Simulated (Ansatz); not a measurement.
H$_{5}$O$_{2}$Si$_{2}$, SMILES `O[SiH](O)[SiH2]` radical, 9 atoms. The species carries charge 0 and has multiplicity 2. All runs use 4 threads of a server CPU on a shared host. Correlated methods freeze the cores. Open-shell runs search over several starts.

Question: Give the basis size and wall time and peak host memory of each of these runs in Ansatz. UKS PBE0-D4/def2-TZVPP energy; UKS PBE0-D4/def2-TZVP relaxation (15 steps); UKS PBE0-D4/def2-QZVPP energy; UKS r2SCAN-D4/def2-TZVPP energy and forces; UHF-MP2/def2-QZVPP energy; direct RPA on PBE orbitals/def2-TZVPP energy; UKS PBE0-D4/def2-SVP energy; UKS ωB97M-V/def2-QZVPP energy; UKS ωB97M-V/def2-SVP energy; UKS ωB97M-V/def2-TZVPP energy and forces; UHF-CCSD(T)/def2-TZVPP energy; UKS PBE0-D4/def2-TZVP frequencies. (Best estimate.)

Answer: Computed: Other jobs shared the machine, so times are rough.

```csv
level,job,functions,wall time,peak host memory (GiB)
UKS PBE0-D4/def2-SVP,energy,89,2.1 s,0.22
UKS PBE0-D4/def2-TZVPP,energy,216,3.9 s,0.65
direct RPA on PBE orbitals/def2-TZVPP,energy,216,6.5 s,0.61
UKS r2SCAN-D4/def2-TZVPP,energy and forces,216,7 s,0.36
UKS ωB97M-V/def2-SVP,energy,89,7 s,0.41
UKS ωB97M-V/def2-TZVPP,energy and forces,216,15 s,0.91
UKS PBE0-D4/def2-QZVPP,energy,404,17 s,1.7
UHF-MP2/def2-QZVPP,energy,404,27 s,2
UKS ωB97M-V/def2-QZVPP,energy,404,32 s,2.1
UKS PBE0-D4/def2-TZVP,relaxation (15 steps),166,51 s,0.47
UKS PBE0-D4/def2-TZVP,frequencies,166,110 s,0.46
UHF-CCSD(T)/def2-TZVPP,energy,216,4.8 min,8.1
```
